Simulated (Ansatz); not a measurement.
Ansatz (an electronic-structure program) input for Ga(F)2(NHMe) (CH₄F₂GaN), SMILES C[NH][Ga]([F])[F], CAM-B3LYP/def2-SVPD. Geometry: PBE-D3(BJ)/def2-SVP. The structure was generated by enumeration; whether it is a known compound was not checked. One conformer was computed; it need not be the lowest.

Ansatz 0.2 input:
```yaml
crystal:
  periodic: [false, false, false]
  atoms:
    - {symbol: Ga, position_ang: [0.01643168, -0.38466993, 0.00000000]}
    - {symbol: F, position_ang: [1.00236028, -1.84189485, -0.00000000]}
    - {symbol: F, position_ang: [-1.73044449, -0.60897310, -0.00000000]}
    - {symbol: N, position_ang: [0.72802408, 1.27163251, 0.00000000]}
    - {symbol: C, position_ang: [-0.01534274, 2.52004265, -0.00000000]}
    - {symbol: H, position_ang: [1.74526336, 1.36460902, -0.00000000]}
    - {symbol: H, position_ang: [0.19873069, 3.14223122, 0.89870291]}
    - {symbol: H, position_ang: [0.19873069, 3.14223122, -0.89870292]}
    - {symbol: H, position_ang: [-1.10346110, 2.31182459, 0.00000000]}
basis:
  gaussian:
    orbitals: def2-SVPD
hamiltonian:
  xc: {name: CAM-B3LYP}
```

Log of the run:

```
WARN ansatz: RAYON_NUM_THREADS=1 ignored (pool sized by the plan → 1); use --threads N
Functional definition: CAM-B3LYP
integrals: 0.12 GiB planned
1415 factors; their error is unknown
integrals: 0.14 GiB planned
502 factors; integrals over basis functions are off by at most 2.5e-5 eV
mean field: 1.06 GiB planned
mean field evaluation 1: about -60386.7388 eV, gradient 6.9e1 eV
mean field evaluation 2: about -60379.4252 eV, gradient 9.8e1 eV
mean field evaluation 4: about -60395.0692 eV, gradient 2.1e0 eV
mean field evaluation 8: about -60395.0784 eV, gradient 4.1e-2 eV
mean field evaluation 16: about -60395.2340 eV, gradient 6.0e-5 eV
mean field -60395.23398490 eV, -2219.4839115850 hartree, gradient 6.0e-5 eV, S^2 0.000000; 0 other end points of the search recorded, 0 dependent functions left out
reference -60395.23412098 eV, -2219.4839165862 hartree; 33, 33 occupied and 123, 123 virtual orbitals, 1415 factors
Total energy: -60395.23412098 eV, -2219.4839165862 hartree
```

Self-consistency was reached.

Cost: very roughly 6 core-seconds.
